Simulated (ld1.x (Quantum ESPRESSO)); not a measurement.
Plane-wave convergence, RRKJ potential for P (Z = 15)

phosphorus (P), norm-conserving RRKJ (Kleinman–Bylander form), made with ld1.x (Quantum ESPRESSO) 7.5 (PBE, non-relativistic). Core [Ne], reference 3s1.75 3p3.25. Waves: 3s (bound): rc 1.40 bohr; 3p (bound): rc 1.45 bohr. Local part: the p channel. Core correction: Bessel-smoothed model core, default radius (core density twice the valence density).

The pseudo-atom Hamiltonian at the reference potential is diagonalised in spherical Bessel functions j_l(qr) that vanish at 20 bohr, with q² up to the cutoff. All-electron valence levels (Ry): 3s -1.0345, 3p -0.4161.

Task: How do the lowest levels (Ry) of each channel move with the cutoff, and are there ghosts?

Result:

| cutoff (Ry) | s #1 | s #2 | p #1 | p #2 | d #1 | d #2 | f #1 | f #2 | Σ f·Δε (mRy) |
| --- | --- | --- | --- | --- | --- | --- | --- | --- | --- |
| 8 | -0.9133 | -0.0202 | -0.4110 | 0.0273 | 0.0644 | 0.1456 | 0.1145 | 0.2425 | 228.8 |
| 15 | -1.0116 | -0.0268 | -0.4138 | 0.0272 | 0.0644 | 0.1455 | 0.1145 | 0.2425 | 47.6 |
| 25 | -1.0336 | -0.0285 | -0.4139 | 0.0272 | 0.0644 | 0.1455 | 0.1145 | 0.2425 | 8.8 |
| 35 | -1.0345 | -0.0286 | -0.4147 | 0.0271 | 0.0644 | 0.1454 | 0.1145 | 0.2425 | 4.7 |
| 50 | -1.0345 | -0.0286 | -0.4158 | 0.0271 | 0.0644 | 0.1454 | 0.1145 | 0.2425 | 1.0 |
| 70 | -1.0345 | -0.0286 | -0.4160 | 0.0271 | 0.0644 | 0.1454 | 0.1145 | 0.2425 | 0.5 |
| 400 | -1.0345 | -0.0286 | -0.4161 | 0.0271 | 0.0644 | 0.1454 | 0.1145 | 0.2425 | 0.0 |

Result: no extra level below or beside the all-electron valence levels (s, p, d, f tested); 10 mRy is reached at 25 Ry and 1 mRy at 55 Ry.
